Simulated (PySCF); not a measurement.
Hf(OH)3(H) (H₄HfO₃), SMILES [OH][HfH]([OH])[OH], multiplicity 1. Atoms are numbered in the order given.

```xyz
8

Hf     0.0000     0.0000    -0.1244
O     -1.6186     0.9345     0.3639
H     -2.3825     1.3755     0.7363
O      1.6186     0.9345     0.3639
H      2.3825     1.3755     0.7363
O      0.0000    -1.8691     0.3639
H      0.0000    -2.7511     0.7363
H      0.0000     0.0000    -1.9859
```

Coordinates come from a B3LYP-D3(BJ)/def2-SVP optimisation. The multiplicity is an assumed one; no other spin state was optimised. The structure was generated by enumeration; whether it is a known compound was not checked. The def2 effective core potentials stand for the cores of Hf; spin–orbit coupling is left out. Other conformers were not sampled.

These are TDA-B3LYP/def2-SVPD (PySCF) values and carry that method's errors.

Vertical excitations; the highest root listed may be one member of a degenerate set.  State labels are in the subgroup Cs.

Problem. Estimate the UV-visible absorptions. (The exact figures need the calculation; the answer reports its results.)

Solution. 
| state | symmetry | energy (eV) | λ (nm) | f | main pairs |
|---|---|---|---|---|---|
| S1 | A" | 6.27 | 198 | 0.029 | HOMO→LUMO+1 (degenerate set) |
| S2 | A' | 6.27 | 198 | 0.029 | HOMO→LUMO+2 (degenerate set) |
| S3 | A' | 6.53 | 190 | 0.000 | HOMO→LUMO 92 % |
| S4 | A' | 7.08 | 175 | 0.005 | HOMO→LUMO+3 (degenerate set) |
| S5 | A" | 7.08 | 175 | 0.005 | HOMO→LUMO+4 (degenerate set) |
| S6 | A' | 7.28 | 170 | 0.224 | HOMO→LUMO+5 84 % |
| S7 | A" | 7.30 | 170 | 0.001 | HOMO−1→LUMO+2 (degenerate set) |
| S8 | A' | 7.30 | 170 | 0.001 | HOMO−1→LUMO+1 (degenerate set) |
| S9 | A" | 7.34 | 169 | 0.000 | HOMO−1→LUMO 96 % |
| S10 | A' | 7.38 | 168 | 0.035 | HOMO→LUMO+6 87 % |
| T1 | A" | 5.51 | 225 | 0 | HOMO→LUMO+1 (degenerate set) |
| T2 | A' | 5.51 | 225 | 0 | HOMO→LUMO+2 (degenerate set) |
| T3 | A' | 6.12 | 203 | 0 | HOMO→LUMO 51 %, HOMO→LUMO+5 41 % |
| T4 | A' | 6.40 | 194 | 0 | HOMO→LUMO+5 52 %, HOMO→LUMO 46 % |
Triplets are in the Tamm–Dancoff approximation.
